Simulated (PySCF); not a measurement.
## Tm: ionisation energy

Tm [Xe] 4f13 6s2 (2F) → Tm⁺ [Xe] 4f13 6s1 (3F), as a difference of total energies. Computed with PySCF 2.14 in ANO-RCC-VTZP, with scalar relativity by spin-free X2C-1e. Correlated levels: valence: [Kr] 4d10 frozen. The calculations carry no spin-orbit coupling.

```json
{"method": "UHF", "ionisation energy (eV)": "5.074", "error (eV)": "-1.110"}
{"method": "MP2 (valence)", "ionisation energy (eV)": "6.031", "error (eV)": "-0.153"}
{"method": "SCS-MP2 (valence)", "ionisation energy (eV)": "6.019", "error (eV)": "-0.165"}
{"method": "CCSD (valence)", "ionisation energy (eV)": "5.941", "error (eV)": "-0.243"}
{"method": "CCSD(T) (valence)", "ionisation energy (eV)": "6.046", "error (eV)": "-0.138"}
```

Reference: 6.184 eV (measured; NIST Atomic Spectra Database, ionization energies).

Errors of the correlated levels include the incompleteness of this basis and the frozen core.
